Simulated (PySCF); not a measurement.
## Electron correlation in Ti⁺ (titanium, charge +1)

[Ar] 3d2 4s1, high-spin 4F determinant. All numbers are calculated (PySCF 2.14, scalar relativity by spin-free X2C-1e, in cc-pVTZ-DK). Frozen: [Ar]; 3 electrons correlated.

MP2 pair energies summed by pair of shells (mhartree):

| pair | energy | share (%) |
| --- | --- | --- |
| 3d-4s | -6.29 | 56.7 |
| 3d-3d | -4.80 | 43.3 |

Total MP2 correlation energy: -11.08 mhartree.

Same-spin part -11.08 and opposite-spin part 0.00 mhartree; SCS-MP2 scales them by 1/3 and 6/5 to -3.69 mhartree.
